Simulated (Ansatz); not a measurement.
Harmonic frequencies (cm⁻¹) at PBE0-D4/def2-TZVP from Ansatz: 38, 110, 140, 142, 173, 175, 403, 437, 457, 497, 557, 753, 1504, 3549, 3658.

Each molecule was computed in one conformer, which needn't be the lowest.

Problem. Which molecule is it?
A. `[NH2][Ti]([Cl])([Cl])[Cl]`
B. `[NH2][Ti]([F])([F])[F]`
C. `[OH][Ti]([F])([Cl])[Cl]`
D. `[F][Ti]([F])([F])[SH]`

Solution. A.
